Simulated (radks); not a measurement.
Ga4+, 27 electrons, occupied as [Ar] 3d9 (the NIST ground configuration).

All-electron calculation, Dirac Kohn-Sham, PBEsol, spin-unpolarised, spherical densities, finite nucleus; open shells are shared between the two j in proportion to 2j + 1; Fermi nuclear charge, rms radius 3.9973 fm. Program: a radial shooting solver on a logarithmic mesh with Libxc functionals.

Energy parts (Ry):
| part | energy |
|---|---|
| total | -3876.10745 |
| kinetic | 3952.97182 |
| electron-nucleus | -9240.84849 |
| Hartree | 1556.64915 |
| exchange-correlation | -144.87993 |

Orbitals (lengths in bohr, moments of r in powers of bohr; <r^-3> diverges for s and p1/2):
orbital	occ.	eigenvalue (Ry)	<r^4>	<r^-3>	<1/r>	<r>	small-component weight
1s1/2	2	-755.3982	0.00002605	-	31.28	0.04863	1.25e-02
2s1/2	2	-97.03694	0.005445	-	6.880	0.2177	2.41e-03
2p1/2	2	-86.42744	0.003849	-	6.841	0.1884	2.40e-03
2p3/2	4	-84.39744	0.004093	859.8	6.666	0.1919	2.35e-03
3s1/2	2	-15.11351	0.3752	-	2.207	0.6475	5.52e-04
3p1/2	2	-11.67115	0.4616	-	2.083	0.6638	5.05e-04
3p3/2	4	-11.39869	0.4898	116.3	2.042	0.6740	4.93e-04
3d3/2	3.6	-5.58405	1.061	13.06	1.742	0.7409	3.77e-04
3d5/2	5.4	-5.54662	1.084	12.73	1.732	0.7451	3.74e-04

The highest occupied level is 3d5/2 at -75.466 eV. For comparison, the ionisation energy in NIST's Atomic Spectra Database is 86.0 eV (semi-empirical). In exact Kohn-Sham theory the highest level is minus the ionisation energy, but local and semilocal functionals leave it too shallow, through self-interaction and a potential that decays too fast; potentials with the right tail come closer. Summed over all electrons, <r^2> = 10.77 bohr^2, which gives a Langevin (diamagnetic) susceptibility term of -8.53 x 10^-6 cm^3/mol.

Beside tabulated values, note that spin-unpolarised runs miss the spin-polarisation part of the exchange energy of open shells.
